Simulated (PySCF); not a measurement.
**Correlation energy of Ne (neon, neutral)**

[Ne], closed-shell 1S. Computed with PySCF 2.14 in dyall-av3z (15s9p3d2f, 71 functions), with the spin-free X2C one-electron Hamiltonian (Gaussian nucleus). Frozen: 1s2; 8 electrons correlated; the 14 highest virtual orbitals of each spin left out.

| level | correlation energy (mhartree) |
| --- | --- |
| CCSD | -282.97 |
| (T) | -5.58 |
| CCSD(T) | -288.55 |

Diagnostics: T1 = 0.0074, D1 = 0.0117, largest double amplitude 0.019.

Cost of the coupled-cluster step: about 0.7 core-seconds, for 8 correlated electrons.

Iterations:

```
CC2 = 0
CCSD nocc = 4, nmo = 56
frozen orbitals [0, 57, 58, 59, 60, 61, 62, 63, 64, 65, 66, 67, 68, 69, 70]
max_cycle = 100
direct = 0
conv_tol = 1e-08
conv_tol_normt = 1e-06
diis_space = 8
diis_start_cycle = 0
Init t2, MP2 energy = -128.966027090285  E_corr(MP2) -0.281573452077225
Init E_corr(CCSD) = -0.281573452240525
cycle = 1  E_corr(CCSD) = -0.279444687479237  dE = 0.00212876476  norm(t1,t2) = 0.0220234
cycle = 2  E_corr(CCSD) = -0.282823040230887  dE = -0.00337835275  norm(t1,t2) = 0.00534133
cycle = 3  E_corr(CCSD) = -0.282771810963187  dE = 5.12292677e-05  norm(t1,t2) = 0.00249137
cycle = 4  E_corr(CCSD) = -0.282967258503066  dE = -0.00019544754  norm(t1,t2) = 0.000704817
cycle = 5  E_corr(CCSD) = -0.282976419936281  dE = -9.16143321e-06  norm(t1,t2) = 0.000114455
cycle = 6  E_corr(CCSD) = -0.282970234637459  dE = 6.18529882e-06  norm(t1,t2) = 2.98472e-05
cycle = 7  E_corr(CCSD) = -0.28296914731979  dE = 1.08731767e-06  norm(t1,t2) = 5.30105e-06
cycle = 8  E_corr(CCSD) = -0.28296940026229  dE = -2.529425e-07  norm(t1,t2) = 1.49057e-06
cycle = 9  E_corr(CCSD) = -0.282969448358862  dE = -4.80965716e-08  norm(t1,t2) = 1.63944e-07
cycle = 10  E_corr(CCSD) = -0.282969443542062  dE = 4.81679979e-09  norm(t1,t2) = 3.68368e-08
CCSD converged
E(CCSD) = -128.9674230817502  E_corr = -0.2829694435420619
CCSD(T) correction = -0.00557711853056092
```
